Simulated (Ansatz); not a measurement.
**Which isomer of AlH6NO3 gives these data?**

These gas-phase data were calculated for one isomer of AlH6NO3 at PBE0-D4/def2-SVP (harmonic, unscaled wavenumbers; equilibrium rotational constants with average atomic masses):

- rotational constants: 5.324, 2.978, 2.25 GHz
- all wavenumbers above 1500 cm⁻¹: 4000, 3993, 3539, 3455, 3297, 1916, 1684, 1608

Candidates:

(1) `[NH3+][Al-]([OH])([OH])[OH]`, a singlet
(2) `O[NH2+][AlH-]([OH])[OH]`, a singlet

Question: Which candidate do the data belong to?

Answer: Candidate (2). The band at 1916 cm⁻¹ lies where the Al–H stretch is expected; (1) has no mode between 1700 and 2050 cm⁻¹.

The same quantities for all candidates:

```
     rotational constants (GHz)                     wavenumbers above 1500 cm⁻¹  E above the lowest, PBE0-D4/def2-SVP (kcal/mol)
(1)          3.28, 3.279, 3.204  3989, 3987, 3987, 3642, 3641, 3500, 1616, 1616                                              0.0
(2)          5.324, 2.978, 2.25  4000, 3993, 3539, 3455, 3297, 1916, 1684, 1608                                             76.6
```

Harmonic stretches to hydrogen usually lie a few per cent above observed fundamentals. Each candidate is one conformer. Programs: Ansatz 0.2.0.
